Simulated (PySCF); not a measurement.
C4H11BiO, SMILES C[CH2][Bi]([OH])[CH2]C, singlet, GFN2-xTB optimised geometry.

```
17

Bi    -1.39    -1.49     0.00
C     -1.51     0.79     0.00
C     -0.87     1.43    -1.22
H     -1.02     1.13     0.91
H     -2.56     1.06     0.05
H     -1.36     1.09    -2.13
H      0.19     1.17    -1.28
H     -0.95     2.51    -1.18
C      0.89    -1.49     0.00
C      1.47    -0.92     1.28
H      1.22    -0.91    -0.85
H      1.22    -2.51    -0.15
H      1.14    -1.50     2.15
H      1.15     0.11     1.43
H      2.56    -0.94     1.26
O     -1.49    -1.67    -2.09
H     -0.84    -1.09    -2.48
```

Density from PBE0/def2-SVP, def2 effective core potentials past Kr (PySCF) at that geometry. The core electrons that the potentials of Bi replace are not part of the density.

Minimum of the electron density along straight lines between bonded atoms, close to the bond critical point (lines longer than 1.1 times the sum of covalent radii, or with two minima, are not listed):

```json
[
 {"bond": "Bi1–C2", "length / Å": "2.285", "ρ at the minimum / e bohr⁻³": "0.093", "∇²ρ there / e bohr⁻⁵": "0.10", "position (fraction from the first atom)": "0.52"},
 {"bond": "C2–C3", "length / Å": "1.516", "ρ at the minimum / e bohr⁻³": "0.244", "∇²ρ there / e bohr⁻⁵": "-0.55", "position (fraction from the first atom)": "0.50"},
 {"bond": "C2–H4", "length / Å": "1.087", "ρ at the minimum / e bohr⁻³": "0.274", "∇²ρ there / e bohr⁻⁵": "-0.98", "position (fraction from the first atom)": "0.62"},
 {"bond": "C2–H5", "length / Å": "1.087", "ρ at the minimum / e bohr⁻³": "0.276", "∇²ρ there / e bohr⁻⁵": "-0.99", "position (fraction from the first atom)": "0.62"},
 {"bond": "C3–H6", "length / Å": "1.088", "ρ at the minimum / e bohr⁻³": "0.277", "∇²ρ there / e bohr⁻⁵": "-1.02", "position (fraction from the first atom)": "0.63"},
 {"bond": "C3–H7", "length / Å": "1.088", "ρ at the minimum / e bohr⁻³": "0.276", "∇²ρ there / e bohr⁻⁵": "-1.00", "position (fraction from the first atom)": "0.62"},
 {"bond": "C3–H8", "length / Å": "1.091", "ρ at the minimum / e bohr⁻³": "0.274", "∇²ρ there / e bohr⁻⁵": "-0.99", "position (fraction from the first atom)": "0.62"},
 {"bond": "Bi1–C9", "length / Å": "2.278", "ρ at the minimum / e bohr⁻³": "0.094", "∇²ρ there / e bohr⁻⁵": "0.10", "position (fraction from the first atom)": "0.52"},
 {"bond": "C9–C10", "length / Å": "1.519", "ρ at the minimum / e bohr⁻³": "0.243", "∇²ρ there / e bohr⁻⁵": "-0.54", "position (fraction from the first atom)": "0.50"},
 {"bond": "C9–H11", "length / Å": "1.086", "ρ at the minimum / e bohr⁻³": "0.275", "∇²ρ there / e bohr⁻⁵": "-0.99", "position (fraction from the first atom)": "0.62"},
 {"bond": "C9–H12", "length / Å": "1.087", "ρ at the minimum / e bohr⁻³": "0.276", "∇²ρ there / e bohr⁻⁵": "-1.00", "position (fraction from the first atom)": "0.63"},
 {"bond": "C10–H13", "length / Å": "1.089", "ρ at the minimum / e bohr⁻³": "0.275", "∇²ρ there / e bohr⁻⁵": "-1.00", "position (fraction from the first atom)": "0.62"},
 {"bond": "C10–H14", "length / Å": "1.088", "ρ at the minimum / e bohr⁻³": "0.276", "∇²ρ there / e bohr⁻⁵": "-1.01", "position (fraction from the first atom)": "0.62"},
 {"bond": "Bi1–O16", "length / Å": "2.101", "ρ at the minimum / e bohr⁻³": "0.099", "∇²ρ there / e bohr⁻⁵": "[?]", "position (fraction from the first atom)": "0.53"},
 {"bond": "O16–H17", "length / Å": "0.956", "ρ at the minimum / e bohr⁻³": "[?]", "∇²ρ there / e bohr⁻⁵": "[?]", "position (fraction from the first atom)": "0.81"}
]
```

Question: What belongs in the gaps?

Answer: 
- Bi1–O16, ∇²ρ there / e bohr⁻⁵: 0.42
- O16–H17, ρ at the minimum / e bohr⁻³: 0.360
- O16–H17, ∇²ρ there / e bohr⁻⁵: -2.27
